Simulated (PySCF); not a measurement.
H4N (cation, charge +1), SMILES [NH4+] (PBE0/def2-SVP optimised geometry):

```
5

N     -0.343    -0.243     0.000
H     -0.686    -0.728     0.841
H      0.686    -0.243     0.000
H     -0.686    -0.728    -0.841
H     -0.686     0.728     0.000
```

Method: PBE0/def2-TZVP in PySCF.

Problem. What are the frontier orbital energies?

Solution. HOMO-2 -22.72 eV, HOMO-1 -22.72 eV, HOMO -22.72 eV, LUMO -5.89 eV, LUMO+1 -3.59 eV.

On the same geometry PBE/def2-TZVP (PySCF) gives HOMO-2 -20.95 eV, HOMO-1 -20.95 eV, HOMO -20.95 eV, LUMO -6.81 eV, LUMO+1 -4.64 eV.

Meta-Löwdin charges at PBE0/def2-TZVP: N1 -0.33, H2 0.33, H3 0.33, H4 0.33, H5 0.33.
